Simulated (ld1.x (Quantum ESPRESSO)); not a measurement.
## Which change was made? (Hf, TM)

hafnium (Hf), norm-conserving Troullier–Martins (Kleinman–Bylander form), made with ld1.x (Quantum ESPRESSO) 7.5 (PBE, scalar-relativistic). Core [Xe] 4f14, reference 5d2 6s1.5 6p0.5. Waves: 6s (bound): rc 2.60 bohr; 6p (bound): rc 3.80 bohr; 5d (bound): rc 2.75 bohr. Local part: all-electron potential smoothed inside 2.75 bohr (lloc = -1). Core correction: Bessel-smoothed model core inside 2.60 bohr.

Cutoffs, loose and tight: the cutoffs (Ry, on a coarse ladder) from which the occupation-weighted sum of valence levels, in a spherical-Bessel basis at the reference potential, stays within 10 and 1 mRy of its value at 400 Ry. They do not see the model core or the augmentation charge, which bear on the density cutoff. Test errors are all-electron minus pseudo excitation energies from the reference, over the configurations 5d2 6s2 6p0; 5d2 6s1 6p0; 5d2 6s0 6p0; 5d1 6s2 6p1; 5d2 6s0 6p1; 5d2 6s1.5 6p0; 5d3 6s1 6p0; variants that change the core or the reference have their own tests.

The base gives: outcome: generated; cutoff, loose: 18 Ry; cutoff, tight: 25 Ry; bound ghosts: none; largest test error (meV): -41.

(1) After one change the result is: outcome: generated; cutoff, loose: 21 Ry; cutoff, tight: 30 Ry; bound ghosts: none; largest test error (meV): -50. Which change was it?
A. wave 5d (bound): rc 2.75 bohr becomes 5d (bound): rc 1.90 bohr
B. wave 5d (bound): rc 2.75 bohr becomes 5d (bound): rc 3.06 bohr
C. wave 5d (bound): rc 2.75 bohr becomes 5d (bound): rc 2.10 bohr
D. wave 5d (bound): rc 2.75 bohr becomes 5d (bound): rc 4.10 bohr
E. wave 5d (bound): rc 2.75 bohr becomes 5d (bound): rc 3.70 bohr

Answers

(1) A. The others give: wave 5d (bound): rc 2.75 bohr becomes 5d (bound): rc 3.06 bohr → outcome: generated; cutoff, loose: 18 Ry; cutoff, tight: 21 Ry; bound ghosts: none; largest test error (meV): -31 | wave 5d (bound): rc 2.75 bohr becomes 5d (bound): rc 2.10 bohr → outcome: generated; cutoff, loose: 25 Ry; cutoff, tight: 30 Ry; bound ghosts: none; largest test error (meV): -50 | wave 5d (bound): rc 2.75 bohr becomes 5d (bound): rc 4.10 bohr → outcome: generated; cutoff, loose: 12 Ry; cutoff, tight: 15 Ry; bound ghosts: none; largest test error (meV): -66 | wave 5d (bound): rc 2.75 bohr becomes 5d (bound): rc 3.70 bohr → outcome: generated; cutoff, loose: 15 Ry; cutoff, tight: 18 Ry; bound ghosts: none; largest test error (meV): -38.
